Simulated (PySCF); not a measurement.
# Assigning NMR signals

Numbering as in the mapped SMILES `[CH3:1][c:2]1[c:3]([F:4])[n:5][n:6][n:7]1[CH:8]([CH3:9])[CH3:10]`; H(Xn) means a hydrogen on atom n.

Theory: NMR shieldings at PBE0/pcSseg-1/GIAO, PBE0-D3(BJ)/def2-SVP geometry, in PySCF 2.14.0 with density-fitted response routines (rapidly exchanging positions averaged, relativity neglected, one conformer, no solvent model).

Scale: TMS for 13C (σref 184.41), 1H (σref 31.27) (reference shieldings calculated alike).

**Question.** Assign these signals to the numbered atoms. 13C{1H} NMR (computed): δ 165.3 (C), 114.7 (C), 50.8 (CH), 24.3 (CH3), 7.2 (CH3).

**Answer.** 
| δ (ppm) | atoms | environment | reason |
| --- | --- | --- | --- |
| 165.3 | C3 | aromatic carbon bearing fluorine | σ withdrawal by the attached heteroatom moves it downfield of the ring CH carbons |
| 114.7 | C2 | substituted aromatic carbon next to a ring nitrogen | – |
| 50.8 | C8 | sp3 CH bonded to N | the inductive effect lowers its shielding |
| 24.3 | C9/C10 | methyl carbon | a saturated carbon with 1 carbon neighbour and no heteroatom attached |
| 7.2 | C1 | methyl carbon on an aromatic ring | aliphatic region, no heteroatom directly attached |

**Question.** Assign these signals to the numbered atoms. 1H NMR (300 MHz, computed): δ 3.85 (sept, 1H), 2.14 (s, 3H), 1.56 (d, 6H).

**Answer.** 
3.85 → H(C8), hydrogen on an sp3 CH bonded to N: its carbon carries N, hence the downfield position
2.14 → H(C1), hydrogen on a methyl carbon on an aromatic ring: benzylic-type position, deshielded by the ring
1.56 → H(C9)/H(C10), hydrogen on a methyl carbon

Splittings by 19F in the carbon and heteronuclear signals aren't shown, as no couplings were computed. Shifts are as computed. Against solution values, carbons near 30 ppm lie about +2 ppm off and those near 130 ppm about +5 ppm. Of 1211 compounds with measured shifts, 218 miss one by over three times the rms of a fit or turn the order of signals round; such compounds aren't used in these exercises. Multiplicities follow the n + 1 count of equivalent neighbours, as no J values were calculated; m marks all less simple cases, F and P coupling included.
